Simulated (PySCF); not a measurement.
The vertical singlet excitations below were computed for one of the candidates. Theory: TDDFT CAM-B3LYP/def2-SVPD, vertical, gas phase, core orbitals frozen in the response (PySCF 2.14.0, density-fitted response routines). Geometries: GFN2-xTB, one conformer each.

```
state  λ (nm)       f
   S1   214.2   0.261
   S2   197.1   0.011
   S3   188.1  0.0009
   S4   182.3   0.015
   S5   178.0  0.0065
   S6   174.5   0.014
   S7   169.1  0.0022
   S8   167.3   0.108
```

Question: Which structure fits? All have the formula C6H10OSi.
A. `C=C[C@@H]1OC=C[Si@H]1C`
B. `[SiH3]OC(/C=C/C=C)=C`
C. `C=C(C#C[SiH2]C)CO`
D. `C=C/C=C\C=C/O[SiH3]`
E. `CCc1ccoc1[SiH3]`

Answer: E. Its S1 lies at 5.79 eV; the nearest of the others has S1 at 6.12 eV. S1 is HOMO→LUMO (94%). Löwdin shares by element: HOMO carbon 78% or more (atoms not listed hold the other 22%); LUMO carbon 31% or more, oxygen 14%, silicon 14% (atoms not listed hold the other 40%). At the same level the other candidates give, for their lowest levels:
- `C=C(C#C[SiH2]C)CO`: 232 nm (f 0.023); 226 nm (f 0.266); 215 nm (f 0.001); 195 nm (f 0.001); 182 nm (f 0.007); T1 3.44 eV; HOMO -8.50, LUMO -0.16 eV
- `C=C/C=C/C(=C)O[SiH3]`: 251 nm (f 0.994); 208 nm (f 0.005); 202 nm (f 0.062); 191 nm (f 0.000); 186 nm (f 0.003); T1 2.64 eV; HOMO -7.41, LUMO -0.34 eV
- `C=C/C=C\C=C/O[SiH3]`: 267 nm (f 1.084); 227 nm (f 0.002); 205 nm (f 0.038); 204 nm (f 0.011); 199 nm (f 0.005); T1 2.49 eV; HOMO -6.99, LUMO -0.15 eV
- `C=C[C@@H]1OC=C[Si@H]1C`: 203 nm (f 0.147); 193 nm (f 0.084); 191 nm (f 0.071); 190 nm (f 0.011); 185 nm (f 0.044); T1 4.11 eV; HOMO -7.95, LUMO 1.13 eV

Shape of the structure used: `[CH3:1][CH2:2][c:3]1[cH:4][cH:5][o:6][c:7]1[SiH3:8]`: C1–C2–C3–C4 -95°.
Triplets come from the Tamm–Dancoff approximation.
